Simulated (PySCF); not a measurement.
## Atomic charges by several schemes

Compound: C4H7F3OSi2.
Geometry (GFN2-xTB, Å), atoms numbered from 1 in this order:
```xyz
17
C4H7F3OSi2 angstrom
O      2.0664    2.0064    0.0069
C      2.4585    0.8985   -0.2673
Si     1.3144   -0.6377   -0.1979
C     -0.3433    0.1823    0.1682
Si    -0.4354    2.0154    0.7278
C     -1.4778   -0.4951    0.0318
C     -1.5300   -1.9156   -0.4281
F     -2.7233   -2.4854   -0.2159
F     -1.2829   -2.0450   -1.7498
F     -0.6208   -2.7058    0.1824
H      3.5182    0.7686   -0.5597
H      1.4235   -1.2992   -1.4967
H      1.7954   -1.4641    0.9091
H     -0.2717    2.8949   -0.4214
H     -1.8377    2.1492    1.1689
H      0.3935    2.2170    1.9088
H     -2.4540   -0.0723    0.2231
```

Density: PBE0/pcSseg-1 (PySCF); schemes: Mulliken, IAO, Hirshfeld and ESP-fitted. Isolated species at its GFN2-xTB geometry (one conformer only).

**Question.** Tabulate the Mulliken, IAO, Hirshfeld and ESP-fitted charges.

**Answer.** In e:

```
atom                      environment  Mulliken     IAO  Hirshfeld  ESP-fitted
  O1                  carbonyl oxygen    -0.359  -0.348     -0.150      -0.396
  C2                  carbonyl carbon    +0.004  +0.010     +0.060      +0.347
 Si3                     SiH2 silicon    +0.685  +0.692     +0.311      +0.246
  C4  fully substituted alkene carbon    -0.698  -0.488     -0.159      -0.162
 Si5                     SiH3 silicon    +0.647  +0.630     +0.288      +0.373
  C6                 alkene CH carbon    -0.134  -0.170     -0.066      -0.287
  C7                       CF3 carbon    +0.793  +0.789     +0.259      +0.660
  F8          fluorine of a CF3 group    -0.266  -0.274     -0.092      -0.210
  F9          fluorine of a CF3 group    -0.270  -0.284     -0.096      -0.210
 F10          fluorine of a CF3 group    -0.275  -0.279     -0.075      -0.193
 H11                  formyl hydrogen    +0.105  +0.111     +0.042      +0.010
 H12                    Si–H hydrogen    -0.044  -0.092     -0.065      -0.047
 H13                    Si–H hydrogen    -0.039  -0.095     -0.064      -0.050
 H14                    Si–H hydrogen    -0.068  -0.108     -0.075      -0.056
 H15                    Si–H hydrogen    -0.127  -0.151     -0.095      -0.143
 H16                    Si–H hydrogen    -0.081  -0.111     -0.077      -0.060
 H17                 vinylic hydrogen    +0.128  +0.167     +0.053      +0.178
```

Mean size of the charges over all atoms: IAO 0.282 e, Mulliken 0.278 e, ESP-fitted 0.213 e, Hirshfeld 0.119 e. Each set sums to the total charge, 0, to within 0.001 e. The Mulliken scheme gives each basis function's population to the atom it is centred on and halves the overlap population of two atoms between them. The ESP scheme fits charges at the nuclei, held to the total charge, to the electrostatic potential on points at 1.4 to 2.0 times the van der Waals radii.

Lowest charge. The schemes don't all agree: Mulliken C4 (-0.698); IAO C4 (-0.488); Hirshfeld C4 (-0.159); ESP-fitted O1 (-0.396).

Highest charge. The schemes don't all agree: Mulliken C7 (+0.793); IAO C7 (+0.789); Hirshfeld Si3 (+0.311); ESP-fitted C7 (+0.660).

**Question.** Sum the charges by element, for elements with more than one atom.

**Answer.** 
| element | atoms | Mulliken | IAO | Hirshfeld | ESP-fitted |
| --- | --- | --- | --- | --- | --- |
| C | 4 | -0.035 | +0.141 | +0.094 | +0.558 |
| Si | 2 | +1.332 | +1.321 | +0.599 | +0.620 |
| F | 3 | -0.811 | -0.837 | -0.263 | -0.614 |
| H | 7 | -0.126 | -0.278 | -0.280 | -0.168 |

**Question.** How many electrons does the IAO scheme count on O1?

**Answer.** Z − q = 8 − (-0.348) = 8.348.

**Question.** How closely do the schemes follow one another over all atoms?

**Answer.** Correlation coefficient and root-mean-square difference: Mulliken with IAO 0.99, 0.057 e; IAO with Hirshfeld 0.98, 0.222 e; Mulliken with Hirshfeld 0.95, 0.243 e; IAO with ESP-fitted 0.88, 0.180 e; Hirshfeld with ESP-fitted 0.87, 0.158 e; Mulliken with ESP-fitted 0.85, 0.209 e.
